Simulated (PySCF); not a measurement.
Compound: Br2Cl2Si.
Bonds: Cl1–Si2, Si2–Cl3, Si2–Br4, Si2–Br5.

Computed by this run: PBE0-D3(BJ)/def2-SVP geometry optimisation, gas phase in PySCF 2.14.0; density fitting, grid level 1; the optimiser is geomeTRIC in internal coordinates, started from a GFN2-xTB structure with every atom displaced at random (about 0.01 Å).

At the end of the run (lengths in Å): Cl1–Si2 2.040, Si2–Cl3 2.040, Si2–Br4 2.196, Si2–Br5 2.195, Br4–Si2–Br5 109.9°, Cl1–Si2–Cl3 109.0°, Cl1–Si2–Br4 109.8°.

Task: These geometries were met on the way; a selection of coordinates is given. Order them by energy above the end point, lowest first.
A. Cl1–Si2 2.061, Si2–Cl3 2.054, Si2–Br4 2.190, Si2–Br5 2.195, Br4–Si2–Br5 111.7°, Cl1–Si2–Cl3 107.6°, Cl1–Si2–Br4 111.3°
B. Cl1–Si2 1.989, Si2–Cl3 2.004, Si2–Br4 2.229, Si2–Br5 2.202, Br4–Si2–Br5 104.5°, Cl1–Si2–Cl3 111.9°, Cl1–Si2–Br4 109.0°
C. Cl1–Si2 2.041, Si2–Cl3 2.041, Si2–Br4 2.196, Si2–Br5 2.194, Br4–Si2–Br5 109.8°, Cl1–Si2–Cl3 109.1°, Cl1–Si2–Br4 109.6°

Result: C (0.000 eV), A (0.012 eV), B (0.073 eV).

| step | E above end (eV) | rms distance from the end, all atoms (Å) | largest force (eV/Å) | rms shift of all bonds from the end (Å) |
| --- | --- | --- | --- | --- |
| 3 | 0.000 | 0.002 | 0.030 | 0.000 |
| 1 | 0.012 | 0.023 | 0.562 | 0.013 |
| 0 | 0.073 | 0.049 | 1.739 | 0.036 |

Rows stand in the order of the answer.
